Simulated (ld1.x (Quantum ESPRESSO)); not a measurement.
## An all-electron radial function and its pseudo partner (Cl)

Columns: radius, all-electron u(r) and pseudo u(r) of the 3p shell (level -8.71 eV) of chlorine in the configuration [Ne] 3s2 3p5; LDA (PZ), scalar-relativistic, PAW scheme, ld1.x (Quantum ESPRESSO) 7.5.

| r (bohr) | all-electron | pseudo |
| --- | --- | --- |
| 0.072 | 0.1275 | -0.0072 |
| 0.145 | 0.2870 | -0.0289 |
| 0.217 | 0.3599 | -0.0634 |
| 0.290 | 0.3476 | -0.1100 |
| 0.362 | 0.2749 | -0.1651 |
| 0.435 | 0.1651 | -0.2278 |
| 0.507 | 0.0402 | -0.2936 |
| 0.580 | -0.0900 | -0.3617 |
| 0.652 | -0.2132 | -0.4277 |
| 0.725 | -0.3276 | -0.4912 |
| 0.798 | -0.4288 | -0.5495 |
| 0.870 | -0.5145 | -0.6008 |
| 0.942 | -0.5862 | -0.6452 |
| 1.015 | -0.6450 | -0.6829 |
| 1.088 | -0.6910 | -0.7133 |
| 1.160 | -0.7249 | -0.7367 |
| 1.232 | -0.7488 | -0.7539 |
| 1.305 | -0.7640 | -0.7655 |
| 1.378 | -0.7715 | -0.7716 |
| 1.450 | -0.7723 | -0.7723 |
| 1.522 | -0.7679 | -0.7679 |
| 1.595 | -0.7589 | -0.7589 |
| 1.668 | -0.7461 | -0.7461 |
| 1.740 | -0.7306 | -0.7306 |
| 1.812 | -0.7128 | -0.7128 |
| 1.885 | -0.6930 | -0.6930 |

(1) How many radial nodes do the two functions have?

(2) At about which radius was the pseudo-wave matched?

(3) Is the pseudo-wave norm-conserving?

Answers

(1) The all-electron 3p function has n − l − 1 = 1; the pseudo-wave has 0, since the states of the same l below it are removed with the core.

(2) 1.45 bohr, where the columns begin to agree (steps of 0.07 bohr).

(3) No, it belongs to a PAW set: the norm inside the radius is not constrained, and the difference is carried by the augmentation charge.
